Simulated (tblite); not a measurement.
C₅H₇PS.
Atom-mapped SMILES: `[S:1]=[PH:2]1[CH:3]=[CH:4][CH2:5][CH:6]=[CH:7]1` (hydrogens: H8 on P2; H9 on C3; H10 on C4; H11, H12 on C5; H13 on C6; H14 on C7)

Computed with GFN2-xTB (tblite), gas phase: L-BFGS steps from a force-field or distance-geometry start until the largest atomic force falls under 0.01 eV/Å.

Step 2: E = -544.4579 eV
```
atom  x, y, z in Å  |  force x, y, z in eV/Å
S1      3.3234    0.1400   -0.6977    0.100  -0.083  -0.337
P2      1.6660    0.2654    0.2769   -0.198  -0.013   0.107
C3      0.6817   -1.2302    0.4937   -0.115   0.065   0.140
C4     -0.6209   -1.3270    0.2380    0.167   0.131   0.007
C5     -1.5248   -0.2368   -0.2452    0.067  -0.052   0.064
C6     -0.8845    1.0882   -0.4949    0.206   0.051   0.016
C7      0.3953    1.4031   -0.3123   -0.047  -0.053   0.198
H8      1.9574    0.6942    1.5809   -0.332  -0.019   0.028
H9      1.2370   -2.0930    0.8274    0.100  -0.150   0.016
H10    -1.0986   -2.2868    0.4038   -0.080   0.050  -0.103
H11    -2.0017   -0.5732   -1.1786    0.011   0.042   0.120
H12    -2.3415   -0.1058    0.4835    0.121  -0.023  -0.125
H13    -1.5469    1.8699   -0.8563   -0.052  -0.158  -0.037
H14     0.7575    2.3915   -0.5413    0.052   0.212  -0.096
```

Step 3: E = -544.4660 eV
```
atom  x, y, z in Å  |  force x, y, z in eV/Å
S1      3.3246    0.1385   -0.7035   -0.080  -0.067  -0.215
P2      1.6644    0.2652    0.2792   -0.026  -0.036  -0.039
C3      0.6814   -1.2300    0.4969   -0.093   0.020   0.135
C4     -0.6208   -1.3255    0.2378    0.218   0.058   0.039
C5     -1.5226   -0.2374   -0.2443    0.050   0.021   0.021
C6     -0.8836    1.0884   -0.4950    0.227   0.012   0.039
C7      0.3957    1.4038   -0.3089   -0.038   0.058   0.143
H8      1.9511    0.6937    1.5810   -0.294  -0.003   0.072
H9      1.2386   -2.0951    0.8275    0.062  -0.100   0.004
H10    -1.0995   -2.2850    0.4018   -0.078   0.039  -0.100
H11    -2.0015   -0.5724   -1.1763    0.012   0.028   0.087
H12    -2.3394   -0.1062    0.4813    0.084  -0.014  -0.073
H13    -1.5474    1.8667   -0.8568   -0.065  -0.121  -0.053
H14     0.7584    2.3948   -0.5429    0.021   0.103  -0.060
```

Step 4: E = -544.4832 eV
```
atom  x, y, z in Å  |  force x, y, z in eV/Å
S1      3.3221    0.1330   -0.7230   -0.337  -0.039  -0.005
P2      1.6645    0.2636    0.2827    0.095  -0.034  -0.242
C3      0.6804   -1.2310    0.5102    0.098  -0.027   0.074
C4     -0.6175   -1.3220    0.2382    0.184  -0.081   0.072
C5     -1.5144   -0.2371   -0.2423    0.046   0.100  -0.034
C6     -0.8778    1.0878   -0.4942    0.210   0.035   0.051
C7      0.3976    1.4112   -0.2966    0.022   0.143   0.005
H8      1.9264    0.6924    1.5832   -0.157   0.028   0.157
H9      1.2436   -2.1021    0.8273   -0.024   0.008  -0.005
H10    -1.1033   -2.2781    0.3936   -0.067  -0.020  -0.077
H11    -2.0005   -0.5697   -1.1680    0.021  -0.011  -0.031
H12    -2.3324   -0.1076    0.4745   -0.013   0.024   0.083
H13    -1.5503    1.8550   -0.8595   -0.050  -0.047  -0.071
H14     0.7607    2.4042   -0.5482   -0.029  -0.078   0.024
```

**Question.** Estimate the geometry and energy of step 5. (The exact step hangs on the optimiser's Hessian estimate; all steps are aligned on step 4, rigid shifts and turns removed.)

**Answer.** E = -544.4910 eV, largest force 0.354 eV/Å
```
atom  x, y, z in Å  |  force x, y, z in eV/Å
S1      3.3158    0.1289   -0.7355   -0.351  -0.031   0.037
P2      1.6649    0.2623    0.2816    0.061   0.010  -0.170
C3      0.6824   -1.2319    0.5196    0.102  -0.036  -0.009
C4     -0.6136   -1.3210    0.2394    0.147  -0.104   0.067
C5     -1.5082   -0.2357   -0.2414    0.049   0.088  -0.023
C6     -0.8715    1.0884   -0.4932    0.056   0.035   0.023
C7      0.3996    1.4174   -0.2889    0.100   0.126  -0.065
H8      1.9087    0.6920    1.5870   -0.078   0.024   0.131
H9      1.2463   -2.1064    0.8271   -0.031   0.030   0.011
H10    -1.1066   -2.2742    0.3873   -0.042  -0.050  -0.055
H11    -1.9995   -0.5682   -1.1635    0.045  -0.018  -0.077
H12    -2.3282   -0.1080    0.4717   -0.024   0.046   0.137
H13    -1.5526    1.8468   -0.8623   -0.007  -0.014  -0.065
H14     0.7618    2.4091   -0.5511   -0.027  -0.108   0.059
```

The energy changes by -0.0078 eV. The first-order estimate −F·Δx gives -0.0108 eV and the mean of the old and new forces, exact on a quadratic surface, -0.0078 eV. The step makes an angle of 60° with the force vector and moves no atom by more than 0.018 Å.
